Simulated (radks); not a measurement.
Spherical quantum dot in the effective-mass picture: electrons in a parabolic well V = omega^2 r^2 / 2 with omega = 0.281, with a point charge +1 (a donor) at the centre, all in effective atomic units (hartree* = m*/eps^2 hartree, bohr* = eps/m* bohr), one dielectric constant everywhere. Calculated with a radial shooting solver with Libxc functionals: non-relativistic Kohn-Sham, PBE, spin-polarised, spherical densities. Levels are named by radial order and angular momentum (1s, 1p, 1d, 2s, ...), and open shells are averaged over m. Results are scaled to m* = 0.388 and eps = 11, for which hartree* = 87.26 meV and bohr* = 1.5 nm.

N = 5, configuration 1s2 1p(up 3, down 0). This is the lowest configuration that the search found. Occupied levels:

level    occupation  eigenvalue (meV)  <r> (nm)
1s up             1            111.59     2.893
1s down           1            114.86     2.599
1p up             3            137.35     4.822

Energy (meV): total 302.112, kinetic 132.38, external -88.217, Hartree 369.64, exchange-correlation -111.69.

Electron density:

r (nm)  n(r) (e/nm^3)
0.616         0.05598
1.28          0.02618
1.94          0.01436
2.60         0.009357
3.26         0.006858
3.92         0.005200
4.58         0.003789
5.24         0.002523
5.90         0.001490
6.57        0.0007738
7.23        0.0003580
7.89        0.0001479
8.55       0.00005455
